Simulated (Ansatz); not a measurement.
Mulliken charges of CH₄BBr, SMILES `BCBr` from B3LYP/def2-TZVPP in Ansatz (PBE0-D4/def2-TZVP geometry).

```tsv
atom	x (Å)	y (Å)	z (Å)	charge (e)
B1	-0.184	-0.829	-0.191	-0.174
C2	0.468	0.492	0.306	-0.189
Br3	-1.147	1.246	-0.575	-0.031
H4	0.121	-1.262	-1.260	0.042
H5	-0.930	-1.418	0.531	0.042
H6	1.323	0.919	-0.208	0.155
H7	0.410	0.784	1.350	0.155
```

Problem. By hand: the dipole of these point charges (1 e Å = 4.8032 D).

Solution. Σ q r = (0.214, 0.164, 0.140) e Å, of length 0.304 e Å = 1.46 D.

Problem. How does the dipole of the full density compare? (An estimate is asked.)

Solution. Computed: (0.218, 0.187, 0.144) e Å, 1.54 D; the point charges give 0.95 times that, at 3° from its direction.

Point charges leave out the atoms' own dipoles, such as those of lone pairs, and Mulliken's split depends on the basis, so the close match here is no proof of good charges.

B3LYP here is the variant with VWN-RPA as its local correlation; programs differ in this.
